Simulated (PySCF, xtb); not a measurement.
Al(Cl)(Me)(NHMe) (C₂H₇AlClN), SMILES C[NH][Al]([CH3])[Cl]. One conformer was computed; it need not be the lowest.

Harmonic wavenumbers (cm⁻¹) from GFN2-xTB run with xtb at its own minimum, in rising order: 60, 89, 102, 125, 167, 222, 229, 462, 506, 579, 593, 667, 729, 1018, 1108, 1118, 1288, 1317, 1415, 1444, 1456, 1490, 1501, 2916, 2940, 2950, 2954, 2966, 3015, 3338.

Task: What does PySCF with B3LYP-D3(BJ)/def2-SVP give at its own minimum? (An estimate is asked for; the answer gives what the named calculation found.)

Result: 60, 111, 120, 156, 158, 206, 289, 473, 559, 634, 663, 711, 777, 1078, 1138, 1151, 1222, 1386, 1428, 1428, 1454, 1466, 1497, 2981, 3024, 3031, 3091, 3108, 3120, 3567. Paired by order, the mean absolute difference is 53 cm⁻¹ and the zero-point energies are 55.4 and 57.3 kcal/mol.
